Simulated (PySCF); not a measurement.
**Relaxing a trial structure of CH2SiSn**

The starting geometry of this gas-phase singlet was optimised with GFN2-xTB.

```xyz
5

C    -0.3294    1.0204   -0.5830
Si    0.5134    2.5606   -0.4572
Sn    0.0433   -0.0188    1.2793
H     1.1094    1.3602    2.0060
H    -0.9264    0.6318   -1.3955
```

Task: Where would you expect an optimisation with PBE0-D3(BJ)/def2-SVP to take it?

Result: New bonds form, giving a structure with H4 bridging Sn3 and Si2, given below by its coordinates. Contacts that close: Si2–Sn3 (3.14 → 2.83 Å), Si2–H4 (2.80 → 1.69 Å).

The energy falls by 0.67 eV over 15 steps:

```
step  E − E(last) (eV)
   1             0.670
   3             0.236
   4             0.615
   6             0.108
   7             0.030
   9             0.004
  10             0.007
  12             0.002
  13             0.000
  15             0.000
```

Final geometry (Å):

```yaml
atoms:
  - { symbol: C, position_ang: [-0.3325, 0.9357, -0.4925] }
  - { symbol: Si, position_ang: [0.6283, 2.3536, -0.0092] }
  - { symbol: Sn, position_ang: [0.0036, -0.0937, 1.2741] }
  - { symbol: H, position_ang: [0.9924, 1.6441, 1.4798] }
  - { symbol: H, position_ang: [-0.8929, 0.7094, -1.4025] }
```

No frequencies were run, so the end isn't proven a minimum. Atoms past krypton carry core potentials, without spin–orbit terms. Run with PySCF 2.14.0, 62 s on 2 threads of Intel(R) Xeon(R) Platinum 8259CL CPU @ 2.50GHz (Skylake/Cascade Lake) (shared host).
